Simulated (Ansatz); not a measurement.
```yaml
crystal:
  periodic: [false, false, false]
  atoms:
    - {symbol: C, position_ang: [-0.727473, -2.484416, -0.489767]}
    - {symbol: C, position_ang: [-0.130522, -1.444973, -0.363162]}
    - {symbol: Si, position_ang: [0.720237, 0.142161, -0.153288]}
    - {symbol: C, position_ang: [-0.398743, 1.445425, 0.516148]}
    - {symbol: Cl, position_ang: [1.453793, 0.715255, -1.974371]}
    - {symbol: Cl, position_ang: [2.298754, -0.146043, 1.114821]}
    - {symbol: H, position_ang: [-1.250727, -3.406450, -0.604187]}
    - {symbol: H, position_ang: [-0.785898, 1.139964, 1.490597]}
    - {symbol: H, position_ang: [0.142273, 2.386650, 0.630469]}
    - {symbol: H, position_ang: [-1.238694, 1.601229, -0.164259]}
basis:
  gaussian: {orbitals: cc-pVTZ-DK}
hamiltonian: {xc: {name: r2SCAN}, dispersion: d3bjatm}
```

```sh
$ ansatz run in.yaml --threads 4 --pin off --events-out ev --progress --plain --max-ram 10444MiB
```

Shortened log:

```
Functional definition: r2SCAN
1560 factors; their error is unknown
mean field evaluation 1: about -36182.9452 eV, gradient 7.0e1 eV
mean field evaluation 2: about -36175.1526 eV, gradient 8.3e1 eV
mean field evaluation 4: about -36194.0607 eV, gradient 5.2e0 eV
mean field evaluation 8: about -36194.1274 eV, gradient 3.2e-1 eV
mean field evaluation 16: about -36194.0699 eV, gradient 2.8e-4 eV
mean field -36194.06993384 eV, -1330.1075368468 hartree, gradient 3.1e-5 eV, S^2 0.000000; 0 other end points of the search recorded, 0 dependent functions left out
reference -36194.06994541 eV, -1330.1075372722 hartree; 35, 35 occupied and 213, 213 virtual orbitals, 1560 factors
Total energy: -36194.16011349 eV, -1330.1108508879 hartree
Relativity: scalar
```

Run time 4.3 s (4 threads of an Arm Neoverse V2 on a shared host); peak host memory 0.57 GiB.
